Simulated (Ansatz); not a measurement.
Abridged output of a molecular run in Ansatz:

```
Functional definition: HF
  name "HF"
  cite "Fock, Z. Phys. 61, 126 (1930) doi:10.1007/BF01340294"
  parent pbe
  exchange = exact_x
  correlation = 0
1350 factors; integrals over basis functions are off by at most 1.0e-3 eV
mean field evaluation 1: about -143731.8590 eV, gradient 2.8e1 eV
mean field evaluation 2: about -143731.8915 eV, gradient 2.8e1 eV
mean field evaluation 4: about -143734.4332 eV, gradient 3.4e0 eV
mean field evaluation 8: about -143734.4706 eV, gradient 2.0e-4 eV
mean field -143734.47061436 eV, -5282.1443683542 hartree, gradient 2.9e-6 eV, S^2 0.000000; 0 other end points of the search recorded, 0 dependent functions left out
29 core orbitals not correlated: weight in the atoms' cores, before any rotation towards them, 1.000 or more for the frozen orbitals, at most 0.000 for the correlated occupied ones
reference -143734.47061436 eV, -5282.1443683542 hartree; 26, 26 occupied and 84, 84 virtual orbitals, 1350 factors
second order -23.71860668 eV of doubles, -0.00000000 eV of singles
cycle   1  -24.07791486 eV  change   -3.6e-1 eV  update   1.0e-1
cycle   2  -24.70959648 eV  change   -6.3e-1 eV  update   3.1e-2
cycle   3  -24.79516694 eV  change   -8.6e-2 eV  update   1.4e-2
cycle   4  -24.79113721 eV  change    4.0e-3 eV  update   2.9e-3
cycle   5  -24.79061603 eV  change    5.2e-4 eV  update   9.4e-4
cycle   6  -24.79041599 eV  change    2.0e-4 eV  update   2.9e-4
cycle   7  -24.79030051 eV  change    1.2e-4 eV  update   9.5e-5
cycle   8  -24.79033794 eV  change   -3.7e-5 eV  update   3.3e-5
perturbative correction -0.65613083 eV, -0.0241123634 hartree
Total energy: -143759.91708313 eV, -5283.0795088333 hartree
```

Its atoms:

```xyz
10

C     0.702    1.306    0.399
Ga    0.701   -0.376   -0.597
Cl    0.372   -0.371   -2.745
Cl    1.900   -2.052    0.092
Se   -1.648   -1.589   -0.054
H     1.639    1.834    0.208
H    -0.124    1.943    0.080
H     0.626    1.117    1.471
H    -2.522   -0.425   -0.256
H    -1.646   -1.387    1.402
```

**Question.** Which basis set was used?
A. def2-SVP
B. def2-QZVPP
C. def2-SVPD
D. def2-TZVPPD

**Answer.** A. It gives 139 functions.

**Question.** Write the keys of the input that set method, charge and spin (a neutral closed shell needs none for the last two).

**Answer.** 
```yaml
correlation: {method: ccsd_t}
```
